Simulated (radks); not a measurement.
Problem. These are the eigenvalues of the occupied orbitals of an atom or ion with whole-number occupations (hartree). Calculated with a radial shooting solver on a logarithmic mesh with Libxc functionals: non-relativistic Kohn-Sham, PBE, spin-polarised, spherical densities, point nucleus.

orbital  eigenvalue
1s up     -1268.999
1s down   -1268.995
2s up     -241.2489
2s down   -240.8138
2p up     -230.8761
2p down   -230.5643
3s up     -86.78829
3s down   -86.37611
3p up     -82.73889
3p down   -82.28958
3d up     -75.95770

Which element is it, and in what charge state? The configuration may be excited. Open shells, if any, are filled with parallel spins first.

Solution. Z = 54, xenon, charge +33: Xe33+ in [Ar] 3d3. The list shows which subshells hold electrons but not how many an open one holds; the 1s level, -1269 hartree, gives Z - s = 50.4 by -(Z - s)^2/2, which with screening narrows Z to a few neighbours, and the depths of the outer levels then fix element, charge and occupations together.
